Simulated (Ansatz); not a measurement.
CH3N, SMILES `[CH]N` (excited triplet) (charge 0, multiplicity 3). This triplet is an excited state, 1.55 eV above the relaxed singlet at the level composite: frozen-core CCSD(T) with HF/cc-pVQZ and the correlation energy extrapolated as X^-3 from cc-pVTZ and cc-pVQZ, plus CCSDT(Q) minus CCSD(T) in cc-pVDZ // PBE0-D3(BJ)/def2-TZVP (Ansatz, a first-principles code).

Z-matrix (Å, degrees):
```
N
H 1 1.0123
H 1 1.0123 2 111.05
C 1 1.3628 2 116.41 3 -136.33
H 4 1.0901 1 125.38 2 -113.01
```
Charge 0, spin multiplicity 3.

Frozen-core energies in 6-31g from Ansatz at a geometry from PBE0-D3(BJ)/def2-TZVP; the HF reference has <S^2> = 2.01 and the T1 diagnostic is 0.017.

| level | energy (Ha) |
|---|---|
| HF | -93.91930 |
| MP2 | -94.07960 |
| CCSD | -94.10141 |

Q: Estimate the energies of CCSD(T), CCSDT, CCSDT(Q) and CCSDTQ, and give each level's difference from CCSDTQ.

A: 
| level | energy (Ha) | difference from CCSDTQ (mHa) |
|---|---|---|
| MP2 | -94.07960 | 25.75 |
| CCSD | -94.10141 | 3.94 |
| CCSD(T) | -94.10458 | 0.77 |
| CCSDT | -94.10500 | 0.35 |
| CCSDT(Q) | -94.10538 | -0.02 |
| CCSDTQ | -94.10535 | 0.00 |
